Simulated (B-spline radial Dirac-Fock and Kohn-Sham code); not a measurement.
Method: multi-electron Dirac-Fock with separately optimised hole states, Breit and Lamb-shift corrections added in first order. Computed with a radial atomic solver. Free neutral atoms.

Question: Order these X-ray lines by photon energy, lowest first.
A. Yb Lβ15
B. Nd Lβ3
C. Tb Lγ2
D. Sm Lβ4
E. Ho Lγ2
F. Cs Lγ1

Answer: F (5282.4 eV), B (5831.9 eV), D (6197.2 eV), C (8387.5 eV), A (8743.6 eV), E (9045.9 eV).
